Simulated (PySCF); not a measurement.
**How methods differ on the ionisation energy of Br²⁺**

Br²⁺ [Ar] 3d10 4s2 4p3 (4S) → Br³⁺ [Ar] 3d10 4s2 4p2 (3P), as a difference of total energies. Computed with PySCF 2.14 in aug-cc-pVQZ-DK (8s7p5d3f2g, 93 functions), with scalar relativity by spin-free X2C-1e. Correlated levels: valence: [Ar] 3d10 frozen. The calculations carry no spin-orbit coupling.

| method | ionisation energy (eV) |
| --- | --- |
| UHF | 34.645 |
| MP2 (valence) | 35.213 |
| SCS-MP2 (valence) | 35.055 |
| CCSD (valence) | 35.170 |
| CCSD(T) (valence) | 35.202 |

Question: How much does correlation contribute at CCSD(T) (valence)?

Answer: 35.202 − (34.645) = 0.557 eV, measured against UHF.

A first-order spin-orbit estimate (lowest level to lowest level, LS coupling) adds -0.425 eV.

Errors of the correlated levels include the incompleteness of this basis and the frozen core.

For comparison: 34.871 ± 0.019 eV (measured; NIST Atomic Spectra Database, ionization energies).
